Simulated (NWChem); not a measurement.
CH₄O₃Si; SMILES O=C(O)[SiH2]O

```xyz
9

O      1.3410    -0.9403     0.0000
C      0.1339    -0.8594     0.0000
O     -0.6625    -1.9276     0.0000
Si    -0.6887     0.8837     0.0000
O      0.6383     1.8752     0.0000
H     -0.0908    -2.7162     0.0000
H     -1.5279     1.0471     1.2188
H     -1.5279     1.0471    -1.2188
H      1.4508     1.3471     0.0000
```
Atoms are numbered in this order, from 1.

Program: NWChem. Medium grid unless said otherwise, to which SCAN and Minnesota functionals are sensitive. Coordinates come from a PBE0/def2-SVP optimisation. Hybrids' shares of exact exchange are those that their runs print; pure functionals count as 0. The functionals differ in more than this share.

```
row               share of exact exchange  orbital gap (eV)
----------------  -----------------------  ----------------
PBE/def2-TZVP                        0.00              4.76
BLYP/def2-TZVP                       0.00              4.80
B3LYP/def2-TZVP                      0.20              6.87
PBE0/def2-TZVP                       0.25          withheld
M06-2X/def2-TZVP                     0.54              9.90
```

### Question
Fit a straight line of the last column on the one before it, predict the withheld value, and compare with the run.

### Answer

1. Means of the 4 shown rows: x = 0.185, y = 6.582. Slope Σ(x − x̄)(y − ȳ)/Σ(x − x̄)² = 1.849/0.1947 = 9.496; intercept 4.826.
2. The shown rows scatter about the line by 0.085 (root mean square); the largest residual is +0.14, at B3LYP/def2-TZVP.
3. At x = 0.25 (PBE0/def2-TZVP; inside the shown range) the line gives 7.20.
4. The run gives 7.34, +0.14 from the line, 1.6 times the scatter.
